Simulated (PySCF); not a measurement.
# PdF from Hartree–Fock to correlated methods

State: ²Σ⁺ (doublet), unpaired electrons σ ↑. Set-up: Pd def2-TZVPP with ECP28, F def2-TZVPP; scalar-relativistic core potentials (PySCF 2.14). De refers to Pd (4d10) + F in their high-spin ground configurations, without counterpoise correction. The functionals are run spin-unrestricted. A positive dipole means Pd(−)F(+).

| Level | Re (Å) | ωe (cm⁻¹) | De (eV) | μ (D) |
| --- | --- | --- | --- | --- |
| UHF | 1.969 | 537 | n/a | -6.60 |
| UHF-MP2 | 1.902 | 578 | n/a | n/a |
| UHF-SCS-MP2 | 1.918 | 566 | n/a | n/a |
| PBE | 1.920 | 539 | 3.77 | -4.13 |
| PW91 | 1.918 | 542 | 3.81 | -4.14 |
| r²SCAN | 1.908 | 561 | 3.76 | -4.44 |
| M06-L | 1.932 | 531 | 3.38 | -4.54 |
| PBE0 | 1.915 | 560 | 3.36 | -4.81 |
| B97-3 | 1.931 | 542 | 3.27 | -4.91 |
| M06-2X | 1.940 | 551 | 3.06 | -5.38 |
| ωB97M-V | 1.926 | 559 | 3.35 | -5.06 |

**Question.** What does the step from GGA to meta-GGA do here, going from PBE to r²SCAN?

**Answer.** r²SCAN less PBE: -1.2 pm in Re, +4.1 % in ωe, -0.01 eV in De. 

Correlated steps freeze 1 core orbital. The metal atom is held in its measured ground configuration; semilocal functionals can put another filling of s and d lower by some tenths of an eV, and De to that atom would be smaller. Spin–orbit coupling is left out, which matters for elements this heavy, above all for dissociation energies. The state is the lowest single determinant that the PBE0 search found; with open d or f shells the true ground state can be another one.

The whole job (state search and all levels along the bond) took about 6.3 min on 1 thread of Intel Xeon 6975P-C (shared host), peak memory 2.5 GiB.
